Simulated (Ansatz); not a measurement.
`[CH3][GeH]([NH2])[Cl]` + H₂O → `[CH3][GeH]([NH2])[OH]` + HCl at 500 K and 1 bar (formal hydrolysis of a Ge–Cl bond).

Program: Ansatz. Geometries: PBE0-D4/def2-TZVP. ΔE: electronic, gas phase. CCSD(T)/CBS is the MP2 limit (def2-TZVPP, def2-QZVPP) plus CCSD(T) − MP2 in def2-TZVPP, frozen cores. This one scheme is used for every species. For Ge outer-core shells are correlated without core-valence functions, which leaves a few kJ/mol of doubt a bond. Scalar relativity is left out up to krypton. One conformer a species, not always the lowest.

```json
{"species": "`[CH3][GeH]([NH2])[Cl]`", "CCSD(T)/CBS energy (Eh)": "-2632.32972", "H − E (kJ/mol)": "235.5", "S (J/(mol·K))": "409.9"}
{"species": "H₂O", "CCSD(T)/CBS energy (Eh)": "-76.37941", "H − E (kJ/mol)": "73.2", "S (J/(mol·K))": "206.3"}
{"species": "`[CH3][GeH]([NH2])[OH]`", "CCSD(T)/CBS energy (Eh)": "-2248.30725", "H − E (kJ/mol)": "269.7", "S (J/(mol·K))": "414.1"}
{"species": "HCl", "CCSD(T)/CBS energy (Eh)": "-460.38127", "H − E (kJ/mol)": "32.5", "S (J/(mol·K))": "201.9"}
```

H − E and S are ideal-gas, rigid-rotor, harmonic terms from PBE0-D4/def2-TZVP, for one conformer and one mirror image of each species. 1 Eh = 2625.50 kJ/mol, R = 8.31446 J/(mol·K).

Question: By hand: ΔE, ΔH, ΔS and ΔG.

Answer: ΔE = (-2248.30725) + (-460.38127) − (-2632.32972) − (-76.37941) = 0.02061 Eh = 54.1 kJ/mol. Δ(H − E) = 269.7 + 32.5 − 235.5 − 73.2 = -6.5, so ΔH = 47.6 kJ/mol. ΔS = 414.1 + 201.9 − 409.9 − 206.3 = -0.2 J/(mol·K). ΔG = 47.6 − 500 × (-0.2)/1000 = 47.7 kJ/mol.

Question: By hand: the equilibrium constant, and the temperature at which ΔG would vanish if ΔH and ΔS stayed fixed.

Answer: log₁₀ K = −ΔG/(RT ln 10) = -5.0. ΔH and −TΔS have one sign here, so there is no such temperature.

The number of gas molecules stays the same, so ΔS is small and ΔH decides. A doubt of 5 kJ/mol in ΔE shifts log₁₀ K by 0.5 here. Other conformers and mirror images would add mixing entropy, several J/(mol·K) or more a flexible species. These are equilibria of isolated gas molecules and say nothing of rates. Largest T1 diagnostic: 0.011 (customary marks: 0.02 for closed shells, 0.045 for open ones).

ΔS is within the doubt of such terms, so its sign, and with it that verdict, could turn.
